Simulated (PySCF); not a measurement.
SMILES c1(ccccc1C#N)-c1sccc1 (C11H7NS) (GFN2-xTB optimised geometry):

```
20

N     -0.367     2.992     0.003
C      0.195     1.991     0.002
C      1.022     0.845     0.001
C      2.394     1.113     0.001
C      3.312     0.084     0.000
C      2.858    -1.227    -0.001
C      1.506    -1.499    -0.001
C      0.545    -0.481     0.000
C     -0.863    -0.822     0.000
C     -1.415    -2.082     0.000
C     -2.820    -2.082     0.000
C     -3.339    -0.826     0.000
S     -2.124     0.381     0.000
H      2.720     2.143     0.002
H      4.369     0.299     0.000
H      3.566    -2.043    -0.002
H      1.186    -2.528    -0.002
H     -0.844    -2.992     0.000
H     -3.416    -2.977     0.000
H     -4.369    -0.531     0.000
```

Method: PySCF 2.14.0 with PBE/def2-SVP.

Q: What are the frontier orbital energies and the dipole moment?

A: HOMO-2 -6.71 eV, HOMO-1 -6.40 eV, HOMO -5.59 eV, LUMO -2.55 eV, LUMO+1 -1.94 eV; dipole moment 4.01 D.

On the same geometry PySCF with PBE0/def2-SVP gives HOMO-2 -7.79 eV, HOMO-1 -7.49 eV, HOMO -6.52 eV, LUMO -1.86 eV, LUMO+1 -1.11 eV; dipole moment 4.25 D.

Meta-Löwdin charges at PBE/def2-SVP: N1 -0.20, C2 0.08, C3 -0.04, C4 -0.08, C5 -0.11, C6 -0.09, C7 -0.10, C8 0.02, C9 -0.12, C10 -0.13, C11 -0.13, C12 -0.23, S13 0.29, H14 0.12, H15 0.12, H16 0.11, H17 0.11, H18 0.11, H19 0.12, H20 0.13.
